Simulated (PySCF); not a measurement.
C7H11S (doublet state).
Numbering: `[SH:1][CH2:2][C@@H:3]1[CH:4][C@H:5]2[CH2:6][C@H:7]2[CH2:8]1` (hydrogens: H9 on S1; H10, H11 on C2; H12 on C3; H13 on C4; H14 on C5; H15, H16 on C6; H17 on C7; H18, H19 on C8)

Cartesian coordinates in Å at the GFN2-xTB level; atoms count from 1:
```
atom  x, y, z in Å
S1    -3.2752    0.7212   -0.7138
C2    -2.0525   -0.5707   -0.2984
C3    -0.6137   -0.1657   -0.6276
C4     0.3230   -1.3054   -0.4243
C5     1.5384   -0.8821    0.2214
C6     2.2805    0.2831   -0.4413
C7     1.3313    0.5512    0.6729
C8    -0.0749    0.9612    0.2859
H9    -2.8273    1.6299    0.1491
H10   -2.1626   -0.8195    0.7574
H11   -2.3508   -1.4297   -0.8993
H12   -0.6129    0.1675   -1.6772
H13    0.0840   -2.3193   -0.6765
H14    2.1323   -1.5973    0.7716
H15    1.9955    0.5530   -1.4457
H16    3.3374    0.3644   -0.2397
H17    1.7152    0.9017    1.6197
H18   -0.6879    1.0350    1.1877
H19   -0.0896    1.9306   -0.2142
```

The hyperfine couplings belong to this conformer and change with its torsions.

Computed, not measured: UKS B3LYP, pcH-1 on C H S, non-relativistic, mean-field spin-orbit, GIAO (PySCF). One conformer (not necessarily the lowest) at the GFN2-xTB geometry, without solvent, vibrations or thermal averaging. The geometry wasn't refined by DFT: couplings that depend on bond lengths, twists or pyramidal angles can differ widely from those at the functional's own minimum. No stability test was run, so a lower SCF solution isn't excluded.

Largest spin populations (Mulliken): C4 (+0.96), C6 (+0.10), C5 (-0.09) and C3 (-0.07). C4 is the only atom above +0.15. The angles at C4 add up to 359.9°, so it is planar; its axial dipolar tensor and the negative coupling of its proton fit spin in a p orbital normal to that plane.

Question: McConnell's relation a(H) = Q·ρ ties the coupling of a proton on a planar π carbon to the spin population of that carbon. What Q do the computed values give?

Answer: 
```
  H   C    ρ(C)  a(H) (G)  a/ρ (G)
H13  C4  +0.963    -21.75    -22.6
```

One proton gives one ratio, Q = -22.6 G, and no test of linearity. In McConnell's picture π spin on carbon polarises the C–H bond and leaves opposite spin at the proton, which makes Q negative, as found here.

Question: How do the β-proton couplings of this frozen conformer go with θ, the angle between the C–H bond and the normal to the plane of the spin centre's three neighbours, both seen down the bond from centre to carbon?

Answer: 
| β H | on | centre | θ (°) | cos²θ | a (G) |
| --- | --- | --- | --- | --- | --- |
| H12 | C3 | C4 | 12 | 0.95 | +40.07 |
| H14 | C5 | C4 | 68 | 0.14 | +6.87 |

Couplings in gauss use g_iso = 2.0027.
